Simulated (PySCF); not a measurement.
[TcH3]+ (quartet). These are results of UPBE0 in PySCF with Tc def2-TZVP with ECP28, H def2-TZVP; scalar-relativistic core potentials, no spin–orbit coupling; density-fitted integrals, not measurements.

Harmonic bands of its minimum:

```
ω (cm⁻¹)  IR (km/mol)
     413          7.9
     812         96.6
     960          135
    1922          8.9
    2102          6.1
    2336         31.7
```

**Question.** The central atom is Tc. Infer the point group and assign the bands.

**Answer.** Cs. The modes span a'' + 5a': 413 a'', 812 a', 960 a', 1922 a', 2102 a', 2336 a'. The computed geometry has H–H 0.947 Å, Tc–H 1.595 Å, Tc–H 1.683 Å, Tc–H 1.700 Å; H–H–Tc 72.7°, H–H–Tc 74.7°, H–Tc–H 32.5°, H–Tc–H 67.3°, H–Tc–H 99.8°.

Only a few start shapes were tried, so a lower isomer may exist. Other spin states or occupations of the open shell can lie lower.
